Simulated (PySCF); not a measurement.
## Working out the ionisation energy of Se

Se [Ar] 3d10 4s2 4p4 (3P) → Se⁺ [Ar] 3d10 4s2 4p3 (4S). All numbers are calculated (PySCF 2.14, no relativity, point nucleus, in def2-TZVPPD). Frozen: [Ar] 3d10. Energies in hartree (1 hartree = 27.21139 eV):

```json
{"part": "UHF", "Se (lower)": "-2399.827603", "Se⁺ (upper)": "-2399.512074"}
{"part": "CCSD correlation", "Se (lower)": "-0.119285", "Se⁺ (upper)": "-0.090765"}
{"part": "(T)", "Se (lower)": "-0.003730", "Se⁺ (upper)": "-0.002644"}
```

Question: What does Hartree-Fock give?

Answer: (-2399.512074) − (-2399.827603) = 0.315529 hartree = 8.586 eV.

Question: What do CCSD and CCSD(T) give?

Answer: The CCSD correlation energies differ by 0.028520 hartree = 0.776 eV and the triples by 0.001086 hartree = 0.030 eV, so CCSD gives 9.362 eV and CCSD(T) 9.392 eV.

Measured between the centres of the two terms (NIST): 9.635 eV, so CCSD(T) (valence) is off by -0.243 eV.

The calculation is non-relativistic.

What remains against the reference includes basis incompleteness, the frozen core and higher excitations.
